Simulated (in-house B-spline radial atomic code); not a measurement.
Ionising Cr II (Cr+) with different functionals

Computed with a B-spline radial code for spherical atoms: non-relativistic Hamiltonian, point nucleus, spin-polarised at highest spin, spherical fractional occupations for the functionals, and exact exchange of hybrids averaged over the configuration. The ionisation energy is the difference of two self-consistent energies, [Ar] 3d5 → [Ar] 3d4, without Breit or QED terms; ε is the level of the shell that loses the electron (its least bound occupied spin orbital).

| method | rung | ΔSCF (eV) | -ε(3d) (eV) |
| --- | --- | --- | --- |
| PBE0 | global hybrid | ? | ? |
| B3LYP | global hybrid | 17.06 | 12.35 |
| TPSSh | global hybrid | 17.07 | 11.53 |
| M06-2X | global hybrid | 16.24 | 14.54 |
| BHandHLYP | global hybrid | 16.48 | 14.35 |
| r2SCAN0 | global hybrid | 17.13 | 12.85 |
| B97-1 | global hybrid | 16.76 | 12.16 |
| HSE06 | range-separated hybrid | 16.99 | 12.32 |
| wB97X | range-separated hybrid | 16.56 | 14.90 |
| CAM-B3LYP | range-separated hybrid | 16.98 | 14.15 |
| LC-wPBE | range-separated hybrid | ? | ? |

Question: What does LC-wPBE give?

Answer: ΔSCF 17.02 eV, and -ε(3d) = 15.51 eV.

Question: What does PBE0 give?

Answer: ΔSCF 17.00 eV, and -ε(3d) = 12.73 eV.

Question: Among the functionals, which spreads more, the ΔSCF values or the orbital energies?

Answer: The orbital energies: ΔSCF values span about 0.88 eV and the orbital energies 3.97 eV; here energy differences depend much less on the functional than eigenvalues do.

Question: How do they compare with the NIST value?

Answer: NIST lists 16.486 eV (measured, ground level to ground level). Errors run from -0.24 to +0.64 eV; BHandHLYP is closest (-0.01 eV), but part of that can be cancellation, since the calculations leave out relativity, Breit-QED terms, multiplet and fine-structure energies.
